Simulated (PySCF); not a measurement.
Compound: C4H5F2O2 (doublet state).
Atom-mapped SMILES: `[CH2:1][O:2][C:3](=[CH2:4])[O:5][CH:6]([F:7])[F:8]` (hydrogens: H9, H10 on C1; H11, H12 on C4; H13 on C6)

Cartesian coordinates in Å at the GFN2-xTB level; atoms count from 1:
```xyz
13
C4H5F2O2 angstrom
C      2.322   -0.087   -0.694
O      1.395    0.861   -0.475
C      0.133    0.591   -0.165
C     -0.755    1.570    0.056
O     -0.150   -0.772   -0.096
C     -1.236   -1.163    0.599
F     -1.087   -2.461    0.896
F     -2.368   -1.076   -0.140
H      3.284    0.298   -0.958
H      2.082   -1.129   -0.658
H     -1.789    1.378    0.254
H     -0.431    2.589   -0.016
H     -1.407   -0.598    1.535
```

The hyperfine couplings belong to this conformer and change with its torsions.

Computed, not measured: UKS B3LYP, pcH-1 on C F H O, non-relativistic, mean-field spin-orbit, GIAO in PySCF 2.14.0. The structure is a single GFN2-xTB conformer in the gas phase; no vibrational or solvent corrections. A GFN2-xTB geometry isn't a minimum of the functional, and hyperfine couplings can be far from their values at a DFT geometry. Stability of the SCF solution: not tested.

(1) Break the g tensor into its mass correction, gauge correction and orbital-Zeeman/spin–orbit terms.

(2) What are the electron Larmor frequencies g μB B/h along the three axes at 3350 mT?

(3) At 9.713 GHz, how far is the centre of the isotropic spectrum from where a free electron (g = 2.002319) resonates?

(4) What effective moment and Curie constant follow for a powder?

(5) In a frozen sample, at which fields do the three g values resonate at 9.5, 34, 94 and 263 GHz (hyperfine left aside), and which band first spreads them over more than twice a line width of 1.0 mT?

Results:

(1) 
```csv
Δg (ppm),1,2,3
relativistic mass correction,-174,-174,-174
gauge correction,-5,45,33
orbital Zeeman/spin–orbit,1,797,1710
total,-177,669,1570
```

So g = 2.00214, 2.00299, 2.00389 and g_iso = 2.00301; the tensor is rhombic: the two nearest values differ by 48 % of g3 − g1. Axes: g3 points within 2° of the C1–H9 bond.

(2) 93.8753, 93.9149, 93.9572 GHz for g1, g2 and g3, a range of 81.9 MHz.

(3) B = hν/(g μB) with μB/h = 13.99624 MHz/mT gives 346.58 mT for the free electron and 346.47 mT at g_iso, 0.12 mT lower.

(4) With the mean of g² = 4.0120 and S(S+1) = 0.75: μ_eff = √(⟨g²⟩S(S+1)) = 1.735 μB and χT = 0.12505·⟨g²⟩·S(S+1) = 0.376 cm³ K/mol (cgs; spin-Hamiltonian part alone).

(5) 
```json
{"band": "X", "GHz": "9.5", "B(g3) mT": "338.72", "B(g2) mT": "338.87", "B(g1) mT": "339.01", "spread mT": "0.30"}
{"band": "Q", "GHz": "34.0", "B(g3) mT": "1212.25", "B(g2) mT": "1212.80", "B(g1) mT": "1213.31", "spread mT": "1.06"}
{"band": "W", "GHz": "94.0", "B(g3) mT": "3351.53", "B(g2) mT": "3353.03", "B(g1) mT": "3354.45", "spread mT": "2.92"}
{"band": "J", "GHz": "263.0", "B(g3) mT": "9377.14", "B(g2) mT": "9381.36", "B(g1) mT": "9385.32", "spread mT": "8.18"}
```

The spread grows in proportion to the frequency. W band is the first where it exceeds 2.0 mT.

The largest Mulliken spin populations are on C1 (+0.95), C4 (+0.15), O2 (+0.07) and C3 (-0.06). The angles at C1 add up to 359.9°, so it is planar; its axial dipolar tensor and the negative couplings of its protons fit spin in a p orbital normal to that plane.

The HOMO–LUMO gaps are 5.47 eV among the α and 5.45 eV among the β orbitals.

On Arm Neoverse V1, one thread, shared host with 64 logical CPUs at a one-minute load of 25, this took 52 s of wall time (with the writing of density and orbital grids) and 0.90 GiB of memory at its peak.
